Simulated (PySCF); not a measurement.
**Bi²⁺: ionisation energy**

Bi²⁺ [Xe] 4f14 5d10 6s2 6p1 (2P) → Bi³⁺ [Xe] 4f14 5d10 6s2 (1S), as a difference of total energies. Computed with PySCF 2.14 in aug-cc-pVQZ-PP with one added diffuse shell each of s, p, d, f, g type with ECP60MDF (8s8p6d4f3g, 117 functions), with scalar relativity through the core potential. Correlated levels: valence: 5s2 5p6 5d10 frozen. The calculations carry no spin-orbit coupling.

```json
{"method": "UHF", "ionisation energy (eV)": "23.052"}
{"method": "LDA", "ionisation energy (eV)": "23.883"}
{"method": "PBE", "ionisation energy (eV)": "23.638"}
{"method": "PBE0", "ionisation energy (eV)": "23.665"}
{"method": "r2SCAN", "ionisation energy (eV)": "23.734"}
{"method": "LC-wPBE", "ionisation energy (eV)": "23.771"}
{"method": "MP2 (valence)", "ionisation energy (eV)": "23.280"}
{"method": "SCS-MP2 (valence)", "ionisation energy (eV)": "23.272"}
```

Question: Estimate what MN15 gives.

Answer: 23.749 eV, closest to r2SCAN among the rows shown.

Question: Estimate what revPBE gives.

Answer: 23.557 eV, closest to PBE among the rows shown.

The reference lies between the lowest fine-structure levels, while these numbers refer to the centres of the terms.

Errors of the correlated levels include the incompleteness of this basis and the frozen core.

For comparison: 25.571 eV (measured; NIST Atomic Spectra Database, ionization energies).
